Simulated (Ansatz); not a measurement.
AgF, charge +1, doublet, geometry from GFN2-xTB (such geometries of metal compounds can be far from the true shape) (the multiplicity is a formal guess) (core potentials on Ag). Base run: PBE0/def2-SV(P) (Ansatz, a program for electronic structure).

Geometry (Å):
```xyz
2

Ag     0.0000     0.0000    -0.3055
F      0.0000     0.0000     1.5951
```
Charge +1, spin multiplicity 2.
Orbitals are unrestricted.
All else is at Ansatz's defaults.

The base run was repeated with changes; each row names its change, and settings that it needs were set with it.

```
change                                        E (Eh)  <S^2>
----------------------------------------  ----------  -----
base                                      -246.20796  0.757
functional = blyp; dispersion = d4        -246.27153  0.752
functional = hf                           -245.09360  0.755
functional = b3lyp                        -246.35640  0.756
functional = wB97X                        -246.30684  0.757
functional = lc_wpbe                      -246.27504  0.757
functional = r2scan                       -246.31686  0.755
functional = pbe                          -246.22554  0.752
functional = SVWN5                        -245.40416  0.751
functional = b3lyp; dispersion = d3bjatm  -246.35733  0.756
functional = B97M-V                       -246.26296  0.755
functional = revpbe                       -246.33724  0.752
functional = cam_b3lyp                    -246.24622  0.757
```

Absolute energies of different levels of theory aren't comparable as measures of quality.
